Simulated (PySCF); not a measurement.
CH₆Si, charge +1, doublet, at a GFN2-xTB geometry (a state made from the parent by changing its charge; the spin is typed, not shown lowest). Base run: PySCF with CCSD(T)/6-31G.

PySCF was given this input:
```python
from pyscf import gto, scf, cc

mol = gto.Mole()
mol.atom = '''
    Si   -0.66071676    0.06118779    0.05089248
    C     1.28483350   -0.12038824   -0.09427836
    H    -0.92510580   -1.15386917   -0.76598053
    H    -0.61261775    1.54818426    0.04226087
    H    -1.85540522   -0.06611071    0.93836651
    H     1.56233549   -1.15194564    0.11557473
    H     1.75878512    0.54673493    0.62368605
    H     1.61304188    0.14270665   -1.10073220
'''
mol.basis = '6-31g'
mol.charge = 1
mol.spin = 1
mol.verbose = 3
mol.build()

mf = scf.UHF(mol)
mf.kernel()

mycc = cc.CCSD(mf)
mycc.kernel()
et = mycc.ccsd_t()
print('E(CCSD(T)) = %.10f' % (mycc.e_tot + et))
```

The base run was repeated with changes; each row names its change, and settings that it needs were set with it.

| change | ΔE vs base (kcal/mol) | MP2 correlation (Eh) | CC correlation without the perturbative part (Eh) | basis functions |
|---|---|---|---|---|
| base | 0.000 | -0.14658 | -0.18539 | 34 |
| cc.conv_tol = 1e-9 | 0.000 | -0.14658 | -0.18539 | 34 |
| method = ccsd | 2.55 | -0.14658 | -0.18539 | 34 |
| cc.level_shift = 0.2 | 0.000 | -0.14658 | -0.18539 | 34 |
| density fitting = JK and correlation | 0.012 | -0.14643 | -0.18538 | 34 |
| cc.direct = True | 0.000 | -0.14658 | -0.18539 | 34 |
| method = mp2 | [?] | -0.14658 | - | 34 |
| cc.conv_tol = 1e-5 | 0.000 | -0.14658 | -0.18539 | 34 |
| cart = on | 0.000 | -0.14658 | -0.18539 | 34 |
| frozen = 5 | 2.86 | -0.14183 | -0.18098 | 34 |

Fill in the missing entries.


- method = mp2, ΔE vs base (kcal/mol): 26.90

Open shells are given as the SCF converged; they aren't shown to be the lowest states, and a large step between rows can be another state.
